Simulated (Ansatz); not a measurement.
C₂Cl₂F₂ (SMILES F/C(Cl)=C(/F)Cl), singlet, geometry from GFN2-xTB; Ansatz (a quantum-chemistry and plane-wave program) with PBE0/def2-TZVPD.

The Ansatz input:
Ansatz 0.2 input:
```yaml
crystal:
  periodic: [false, false, false]
  atoms:
    - {symbol: F, position_ang: [-1.47280910, 0.38025170, 0.90289400]}
    - {symbol: C, position_ang: [-0.60161244, 0.27084286, -0.10108061]}
    - {symbol: Cl, position_ang: [-1.16388590, 0.86904452, -1.59919652]}
    - {symbol: C, position_ang: [0.60161244, -0.27084286, 0.10108061]}
    - {symbol: F, position_ang: [1.47280910, -0.38025170, -0.90289400]}
    - {symbol: Cl, position_ang: [1.16388590, -0.86904452, 1.59919652]}
basis:
  gaussian:
    orbitals: def2-TZVPD
hamiltonian:
  xc: pbe0
```

Output, abridged:

```
Functional definition: PBE0
1358 factors; their error is unknown
mean field evaluation 1: about -32538.1370 eV, gradient 3.1e1 eV
mean field evaluation 2: about -32537.5091 eV, gradient 3.5e1 eV
mean field evaluation 4: about -32539.7713 eV, gradient 7.4e-1 eV
mean field evaluation 8: about -32539.7717 eV, gradient 1.3e-2 eV
mean field evaluation 16: about -32539.8501 eV, gradient 4.9e-5 eV
mean field -32539.85005810 eV, -1195.8174333326 hartree, gradient 8.4e-6 eV, S^2 0.000000; 0 other end points of the search recorded, 0 dependent functions left out
reference -32539.85011599 eV, -1195.8174354599 hartree; 32, 32 occupied and 214, 214 virtual orbitals, 1358 factors
Total energy: -32539.85011599 eV, -1195.8174354599 hartree
```
